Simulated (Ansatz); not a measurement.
Correlation energies of ClFGeHS (`[F][Ge]([SH])[Cl]`) radical by basis set

| atom | x (Å) | y (Å) | z (Å) |
| --- | --- | --- | --- |
| F1 | 2.055 | 0.351 | -0.316 |
| Ge2 | 0.525 | -0.471 | -0.319 |
| S3 | -0.946 | 1.174 | -0.619 |
| Cl4 | 0.344 | -1.404 | 1.621 |
| H5 | -1.978 | 0.350 | -0.367 |

Total charge 0; spin multiplicity 2. Correlated methods include outer-core shells of Ge, which these sets cover unevenly. Scalar relativity is left out up to krypton. All single points use the PBE0-D4/def2-TZVP geometry. It is one conformer, not always the lowest. Frozen core, unrestricted reference, Ansatz.

| basis | HF (Eh) | MP2 corr. | CCSD corr. | (T) | CCSD(T) total |
| --- | --- | --- | --- | --- | --- |
| def2-SVP | -3031.88322 | -0.65239 | -0.67594 | -0.01714 | -3032.57630 |
| def2-TZVPP | -3032.58015 | -0.83783 | -0.86704 | -0.03523 | -3033.48242 |
| def2-QZVPP | -3032.65114 | -1.15957 | – | – | – |
